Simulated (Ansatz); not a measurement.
Correlation energies of C$_{2}$H$_{7}$Ga, SMILES `C[CH2][GaH2]` by basis set

Cartesian coordinates in Å:
```
C -0.299 -0.024 -1.248
C 0.088 -0.709 0.065
Ga 0.303 0.612 1.522
H -0.418 -0.749 -2.059
H 0.458 0.696 -1.573
H -1.246 0.517 -1.164
H -0.677 -1.438 0.345
H 1.025 -1.259 -0.065
H -0.916 1.010 2.437
H 1.682 1.343 1.742
```

Charge 0, multiplicity 1. Correlated methods include outer-core shells of Ga, which these sets cover unevenly. Scalar relativity is left out up to krypton. The structure was optimised at the PBE0-D4/def2-TZVP level. Frozen core, restricted reference, the Gaussian-basis code of Ansatz.

| basis | HF (Eh) | MP2 corr. | CCSD corr. | (T) | CCSD(T) total |
| --- | --- | --- | --- | --- | --- |
| def2-SVP | -2002.72969 | -0.51292 | -0.54535 | -0.01626 | -2003.29130 |
| def2-TZVPP | -2003.06451 | -0.59522 | -0.62687 | -0.02352 | -2003.71490 |
| def2-QZVPP | -2003.10904 | -0.86501 | – | – | – |
